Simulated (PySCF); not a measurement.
CH2Li2, SMILES [Li][CH2][Li].

Geometry: r2SCAN-D4/def2-TZVPD.

Computed with PySCF 2.14.0 with r2SCAN-D4/def2-TZVPD.

No scaling factor is applied to the harmonic values.

```
mode  ν (cm⁻¹)  IR (km/mol)  moving atoms (share of kinetic energy)
----  --------  -----------  --------------------------------------
1          105         46.3                          H 77 %, C 22 %
2          175        104.5                         Li 71 %, C 26 %
3          295          0.0                                  H 96 %
4          318        196.4                 H 64 %, C 25 %, Li 11 %
5          591         28.8                         Li 79 %, C 18 %
6          690          0.0                 Li 59 %, C 30 %, H 11 %
7         1262        112.2                           H 91 %, C 9 %
8         2923        137.0                                  H 95 %
9         2989         27.6                           H 91 %, C 9 %
```
